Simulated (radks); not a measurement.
Dynamic dipole polarisability and lines of neutral copper, [Ar] 3d10 4s1. Calculated with a radial shooting solver on a logarithmic mesh with Libxc functionals: non-relativistic Kohn-Sham, LB94 model potential, spin-polarised, spherical densities, point nucleus; open shells are filled with parallel spins first. Time-dependent linear response with the Hartree and adiabatic LDA kernel, continuum included through the Sternheimer equations. Lines are the poles of the dipole polarisability below minus the highest occupied eigenvalue, found on a grid refined at the orbital gaps; the lowest seven at most are given, and weak or close lines can be missed. The first line takes the name of the lowest orbital gap if no other gap lies below it; otherwise a line is named after a gap within 0.6 % of it, if that gap stands alone.

photon energy (eV)  alpha (bohr^3)
0                            30.99
0.435                        31.19
1.306                        32.89
2.177                        37.11
3.047                        46.78
3.918                        77.30
4.789                        -2373
5.659                       -35.51
6.530                       0.5737
7.401                       -3.388
8.271                       -35.97

Lines (eV, oscillator strength): 4.768 (260.1 nm, 4s-4p), f = 0.653; 7.001 (177.1 nm, unassigned), f = 0.0211; 7.380 (168.0 nm, unassigned), f = 0.0191; 7.716 (160.7 nm, unassigned), f = 0.332; 8.079 (153.5 nm, 4s-6p), f = 0.0307; 8.352 (148.5 nm, 4s-7p), f = 0.00716; 8.503 (145.8 nm, unassigned), f = 0.00288. Higher lines, where found, are left out when the end of the mesh affects them. Those listed give 85 % of the static polarisability (sum of f/w^2). Orbital energy gaps for comparison: 4s-4p 4.597 eV; 3d-4p down 7.201 eV; 3d-4p 7.300 eV; 4s-5p 7.446 eV; 4s-6p 8.067 eV. At laser wavelengths: 1550 nm 31.67, 1064 nm 32.48, 780 nm 33.91, 532 nm 38.27, 355 nm 57.15, 193 nm -2.988 bohr^3. Measured terms reached by dipole lines (averaged over J; NIST Handbook of Basic Atomic Spectroscopic Data, eV): 4s-4p 3.806; those above the model threshold have no computed partner.
